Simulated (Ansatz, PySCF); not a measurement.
Molecule: CH$_{5}$AlO$_{2}$ (charge 0, singlet). SMILES: [Al]([CH3])([OH])[OH]
Coordinates optimised at B3LYP-D3(BJ)/def2-TZVP (Ansatz, a quantum-chemistry and plane-wave program):
```xyz
9

Al     0.0360     0.0341     0.0018
C     -1.4368    -1.2196    -0.1085
H     -1.1266    -2.1422    -0.6057
H     -2.2794    -0.8034    -0.6623
H     -1.7868    -1.5010     0.8875
O     -0.0899     1.5286    -0.8023
H      0.5753     2.2168    -0.8164
O      1.4113    -0.4060     0.9020
H      2.1984     0.1240     1.0268
```

Property: atomisation energy (electronic, to ground-state atoms), in kcal/mol. Valence correlation only, unless marked. UHF or UKS for open shells. Spin-orbit coupling is left out. No relativistic terms. The coupled-cluster limit lacks core correlation, which all-electron functionals hold. CBS(X,Y): correlation extrapolated as X^-3; Hartree-Fock from the larger set.

```json
[
 {"level": "BLYP-D4/def2-TZVPD", "program": "Ansatz + dftd4", "atomisation energy (kcal/mol)": "817.0"},
 {"level": "PBE0/STO-3G", "program": "Ansatz", "atomisation energy (kcal/mol)": "914.0"},
 {"level": "PBE0/def2-QZVPP", "program": "Ansatz", "atomisation energy (kcal/mol)": "811.8"},
 {"level": "BHLYP/def2-TZVPD", "program": "Ansatz", "atomisation energy (kcal/mol)": "(withheld)"},
 {"level": "TPSSh/def2-TZVPD", "program": "PySCF", "atomisation energy (kcal/mol)": "(withheld)"},
 {"level": "LC-wPBE-D3(BJ)/def2-TZVPD", "program": "Ansatz + dftd3", "atomisation energy (kcal/mol)": "(withheld)"},
 {"level": "B2GP-PLYP-D3(BJ)/def2-TZVPD", "program": "Ansatz + dftd3", "atomisation energy (kcal/mol)": "811.3"},
 {"level": "B2GP-PLYP/def2-TZVPD", "program": "Ansatz", "atomisation energy (kcal/mol)": "809.0"},
 {"level": "SCS-MP2/STO-3G", "program": "Ansatz", "atomisation energy (kcal/mol)": "765.9"},
 {"level": "SCS-MP2/cc-pV(Q+d)Z", "program": "Ansatz", "atomisation energy (kcal/mol)": "831.1"},
 {"level": "CCSD/STO-3G", "program": "Ansatz", "atomisation energy (kcal/mol)": "773.2"},
 {"level": "CCSD/6-31G", "program": "Ansatz", "atomisation energy (kcal/mol)": "668.3"},
 {"level": "CCSD/cc-pV(D+d)Z", "program": "Ansatz", "atomisation energy (kcal/mol)": "(withheld)"},
 {"level": "CCSD(T)/CBS(cc-pV(T+d)Z,cc-pV(Q+d)Z)", "program": "Ansatz", "atomisation energy (kcal/mol)": "826.0"}
]
```

Task: What belongs in the gaps?

Result: 
- BHLYP/def2-TZVPD, atomisation energy (kcal/mol): 786.7
- TPSSh/def2-TZVPD, atomisation energy (kcal/mol): 809.7
- LC-wPBE-D3(BJ)/def2-TZVPD, atomisation energy (kcal/mol): 819.3
- CCSD/cc-pV(D+d)Z, atomisation energy (kcal/mol): 742.5
